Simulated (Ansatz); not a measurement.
A made-up structure of LiGaHClO, singlet:

```json
{"atom": "Li1", "x (Å)": "-0.4353", "y (Å)": "2.2922", "z (Å)": "-1.2898"}
{"atom": "O2", "x (Å)": "-0.1481", "y (Å)": "0.7523", "z (Å)": "-0.8580"}
{"atom": "Ga3", "x (Å)": "0.1179", "y (Å)": "-0.6344", "z (Å)": "0.1310"}
{"atom": "Cl4", "x (Å)": "-0.3865", "y (Å)": "4.5891", "z (Å)": "-1.3973"}
{"atom": "H5", "x (Å)": "0.3838", "y (Å)": "-2.1116", "z (Å)": "-0.2739"}
```

It is relaxed with PBE-D4/def2-SVP and then PBE0-D4/def2-TZVP (Ansatz 0.2.0). Atoms count as bonded within 1.22 times the sum of their covalent radii (H–H: 0.88 Å). The end point is not checked to be a true minimum.

(1) Does its bonding change? (A judgement: the text doesn't fix the answer.)

Answers

(1) The calculation gives: Yes. Formed: Li1–Ga3, Ga3–Cl4; broken: none.

Where it ends: The first stage lowers the energy by 2.10 eV in 26 steps. It ends as LiGaHClO ([O]1[Li]2[Cl][GaH]12):
Li1  (-1.146, 2.186, -1.716)
O2  (-1.203, 0.458, -1.548)
Ga3  (0.127, 0.315, -0.482)
Cl4  (0.721, 2.542, -0.289)
H5  (1.033, -0.613, 0.346)
(Å)

Labels in which every atom is bracketed show which atoms are joined, not bond orders.

For scale, one of the runs: PBE0-D4/def2-TZVP relaxation, 136 basis functions, launched by `ansatz run in.yaml --threads 2 --pin off --events-out ev --progress --plain --max-ram 4352MiB`. Hardware: 2 CPU threads of an Intel Xeon 6975P-C, shared host. Wall time about 15 s.
